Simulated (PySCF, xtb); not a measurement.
iodine monochloride (ClI), SMILES ClI.

GFN2-xTB in xtb at its own geometry gives an orbital gap of 3.05 eV and a dipole moment of 2.71 D.

Geometry optimised at B3LYP-D3(BJ)/def2-TZVP. The def2 effective core potentials stand for the cores of I; spin–orbit coupling is left out.

### Question
What does CAM-B3LYP/def2-TZVPD (PySCF) give? (Estimate from the structure and the level; the computed values follow.)

### Answer
gap 6.58 eV (levels -9.18 and -2.60 eV), dipole 1.28 D.
